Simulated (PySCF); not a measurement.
C2H7BeNO.

```xyz
12

Be    -1.0470    -0.0402     0.0000
O     -2.4692    -0.0765     0.0000
H     -3.1168     0.6266     0.0000
N      0.4570    -0.0169     0.0000
C      1.2503     0.0121     1.2008
C      1.2503     0.0121    -1.2008
H      1.8745     0.9268     1.2686
H      1.9423    -0.8522     1.2652
H      0.6116    -0.0149     2.0983
H      1.9423    -0.8522    -1.2652
H      1.8745     0.9268    -1.2686
H      0.6116    -0.0149    -2.0983
```

Geometry: PBE0-D3(BJ)/def2-SVP. The structure was generated by enumeration; whether it is a known compound was not checked. One conformer was computed; it need not be the lowest.

Calculation: HF/pcSseg-1 run with PySCF. Non-relativistic, no solvent.

Computed absolute GIAO shielding of each atom: isotropic value and principal components (ppm):
```tsv
atom	σ(iso)	σ11	σ22	σ33	span
Be1	108.4	81.5	84.6	159.1	77.7
O2	322.8	266.5	324.3	377.8	111.3
H3	29.9	22.3	22.7	44.6	22.3
N4	254.5	220.5	253.7	289.3	68.8
C5	153.8	132.5	142.2	186.7	54.2
C6	153.8	132.5	142.2	186.7	54.2
H7	29.5	25.0	27.1	36.2	11.2
H8	29.5	25.1	27.1	36.2	11.2
H9	29.1	24.3	27.5	35.5	11.3
H10	29.5	25.1	27.1	36.2	11.2
H11	29.5	25.0	27.1	36.2	11.2
H12	29.1	24.3	27.5	35.5	11.3
```
